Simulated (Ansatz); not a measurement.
Ansatz (a program for electronic structure) input (B3LYP-D3(BJ)/def2-TZVP):

Ansatz 0.2 input:
```yaml
crystal:
  periodic: [false, false, false]
  atoms:
    - {symbol: Cr, position_ang: [-0.01314482, -0.00715107, 0.01015860]}
    - {symbol: O, position_ang: [-1.09185583, -1.13990634, -0.13473238]}
    - {symbol: O, position_ang: [-0.06997720, 1.25341098, -0.92570370]}
    - {symbol: O, position_ang: [1.12063629, -0.13390622, 1.09017233]}
basis:
  gaussian:
    orbitals: def2-TZVP
hamiltonian:
  xc: b3lyp
  dispersion: d3bj
total_charge: -1
magnetization: {spin_polarized: true, initial_magnetization: 1}
relax: {f_tol: 0.002, max_steps: 150}
```

Output:

```
Functional definition: B3LYP
integrals: 0.06 GiB planned
939 factors; their error is unknown
mean field: 0.71 GiB planned
mean field evaluation 1: about -34551.4970 eV, gradient 7.6e1 eV
mean field evaluation 2: about -34119.6340 eV, gradient 4.0e2 eV
mean field evaluation 4: about -34564.3781 eV, gradient 4.0e1 eV
mean field evaluation 8: about -34568.5740 eV, gradient 1.3e0 eV
mean field evaluation 16: about -34568.7065 eV, gradient 7.5e-3 eV
mean field -34568.70645229 eV, -1270.3765306107 hartree, gradient 2.1e-5 eV, S^2 0.765297; 0 other end points of the search recorded, 0 dependent functions left out
the calculation of the forces begins
reference -34568.70669921 eV, -1270.3765396850 hartree; 25, 24 occupied and 113, 114 virtual orbitals, 939 factors
relax step   1: F+E_penalty+E_count = -34568.83418319 eV  Δ(F+E_penalty+E_count) = +0.000e0 eV  max|allowed force component| = 2.327e0 eV/Å  Δτ_max = 0.0000 Å  (41 SCF iters, accepted)
these checks for a lower state are left out or cut short: starts, cluster_reference, orbital_swaps, neighbouring_geometries, increment
integrals: 0.05 GiB planned
939 factors; their error is unknown
mean field: 0.71 GiB planned
mean field -34568.88731406 eV, -1270.3831771583 hartree, gradient 2.3e-5 eV, S^2 0.771730; 0 other end points of the search recorded, 0 dependent functions left out
the calculation of the forces begins
reference -34568.88756206 eV, -1270.3831862722 hartree; 25, 24 occupied and 113, 114 virtual orbitals, 939 factors
relax step   2: F+E_penalty+E_count = -34569.01416258 eV  Δ(F+E_penalty+E_count) = -1.800e-1 eV  max|allowed force component| = 8.718e-1 eV/Å  Δτ_max = 0.0305 Å  (50 SCF iters, accepted)
these checks for a lower state are left out or cut short: starts, cluster_reference, orbital_swaps, neighbouring_geometries, increment
integrals: 0.05 GiB planned
939 factors; their error is unknown
mean field: 0.71 GiB planned
mean field evaluation 32: about -34568.9215 eV, gradient 1.1e-1 eV
mean field -34568.92150727 eV, -1270.3844337356 hartree, gradient 2.2e-5 eV, S^2 0.778930; 0 other end points of the search recorded, 0 dependent functions left out
the calculation of the forces begins
reference -34568.92175605 eV, -1270.3844428781 hartree; 25, 24 occupied and 113, 114 virtual orbitals, 939 factors
relax step   3: F+E_penalty+E_count = -34569.04768667 eV  Δ(F+E_penalty+E_count) = -3.352e-2 eV  max|allowed force component| = 3.718e-2 eV/Å  Δτ_max = 0.0222 Å  (52 SCF iters, accepted)
these checks for a lower state are left out or cut short: starts, cluster_reference, orbital_swaps, neighbouring_geometries, increment
integrals: 0.05 GiB planned
939 factors; their error is unknown
mean field: 0.71 GiB planned
mean field -34568.92154510 eV, -1270.3844351259 hartree, gradient 1.2e-5 eV, S^2 0.778550; 0 other end points of the search recorded, 0 dependent functions left out
the calculation of the forces begins
reference -34568.92179385 eV, -1270.3844442672 hartree; 25, 24 occupied and 113, 114 virtual orbitals, 939 factors
relax step   4: F+E_penalty+E_count = -34569.04775448 eV  Δ(F+E_penalty+E_count) = -6.781e-5 eV  max|allowed force component| = 3.487e-4 eV/Å  Δτ_max = 0.0010 Å  (43 SCF iters, accepted)
integrals: 0.05 GiB planned
939 factors; their error is unknown
mean field: 0.71 GiB planned
mean field evaluation 64: about -34568.9215 eV, gradient 1.2e-3 eV
mean field -34568.92154510 eV, -1270.3844351259 hartree, gradient 1.2e-5 eV, S^2 0.778550; 3 other end points of the search recorded, 0 dependent functions left out
the calculation of the forces begins
reference -34568.92179385 eV, -1270.3844442672 hartree; 25, 24 occupied and 113, 114 virtual orbitals, 939 factors
Total energy: -34569.04800322 eV, -1270.3890823761 hartree
Atom 0 at    -0.013559    -0.006901     0.009974 Å, force    -0.000238     0.000108    -0.000226 eV/Å
Atom 1 at    -1.126959    -1.177596    -0.138999 Å, force    -0.000052    -0.000349     0.000181 eV/Å
Atom 2 at    -0.071300     1.295136    -0.956328 Å, force     0.000181     0.000315    -0.000083 eV/Å
Atom 3 at     1.157476    -0.138192     1.125248 Å, force     0.000109    -0.000075     0.000128 eV/Å
Dipole moment:     0.000024    -0.000016    -0.000017 e Å
```

The spin state was set by rule; other spins were not relaxed.
